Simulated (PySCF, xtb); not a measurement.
C₂H₆ClNSi₂, SMILES N[SiH2]C#C[SiH2]Cl.

GFN2-xTB (xtb) at its own geometry gives an orbital gap of 4.11 eV and a dipole moment of 0.94 D.

Coordinates come from a B3LYP-D3(BJ)/def2-SVP optimisation. The structure was generated by enumeration, and PubChem lists no compound with its InChIKey, so it may never have been made. The values are those of a single conformer.

Task: What does CAM-B3LYP/def2-TZVP in PySCF give? (Estimate from the structure and the level; the computed values follow.)

Result: gap 9.07 eV (levels -9.25 and -0.17 eV), dipole 0.82 D.
